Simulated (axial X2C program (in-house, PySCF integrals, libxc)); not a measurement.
## Spin–orbit effects down a group: molecules with B (ions), PBE0

Computed with an axial X2C code built on PySCF integrals, spin-free (one-electron X2C) or two-component (2c: spin–orbit coupling with atomic mean-field Coulomb and Gaunt terms, which also bring small scalar terms), in Dyall basis sets with cores contracted in-house; open shells are unrestricted.

Basis sets: B dyall-v3z, Br dyall-cv3z, Cl dyall-av3z, F dyall-av3z.

```json
{"molecule": "BF⁺", "spin-free state": "M_S = 1/2, Λ = 0", "Re (Å)": "1.211", "ωe (cm⁻¹)": "1702.2", "De (eV)": "5.58", "2c state": "Ω = 1/2", "Re 2c (Å)": "1.211", "ωe 2c (cm⁻¹)": "1702.4", "De 2c (eV)": "5.58"}
{"molecule": "BCl⁺", "spin-free state": "M_S = 1/2, Λ = 0", "Re (Å)": "1.599", "ωe (cm⁻¹)": "1147.1", "De (eV)": "4.23", "2c state": "Ω = 1/2", "Re 2c (Å)": "1.599", "ωe 2c (cm⁻¹)": "1146.8", "De 2c (eV)": "4.22"}
{"molecule": "BBr⁺", "spin-free state": "M_S = 1/2, Λ = 0", "Re (Å)": "1.745", "ωe (cm⁻¹)": "950.0", "De (eV)": "3.77", "2c state": "Ω = 1/2", "Re 2c (Å)": "1.746", "ωe 2c (cm⁻¹)": "947.6", "De 2c (eV)": "3.67"}
```

Question: Work out the shifts from the spin-free to the two-component result.

Answer: 

```
molecule  2c state  ΔRe (Å)  Δωe (cm⁻¹)  ΔDe (eV)
     BF⁺   Ω = 1/2    0.000         0.2      0.00
    BCl⁺   Ω = 1/2    0.000        -0.3     -0.01
    BBr⁺   Ω = 1/2    0.001        -2.4     -0.10
```

Shifts of one unit in the last digit are rounding.

Fragments in 2c: F + B+, Cl + B+, Br + B+. Each entry is the lowest single determinant of a limited PBE0 search at one distance. De goes to single-determinant-based atoms at the same level (for ions the charge split of lowest energy) and is withheld (n/a) where an atom does not fit its ground term or J level. Main or longest-lived isotopes. Some light 2c atoms are not at their ground J level, so De misses part of their lowering (0.04 eV or less). The functionals have no current term, which raises determinants with orbital currents.
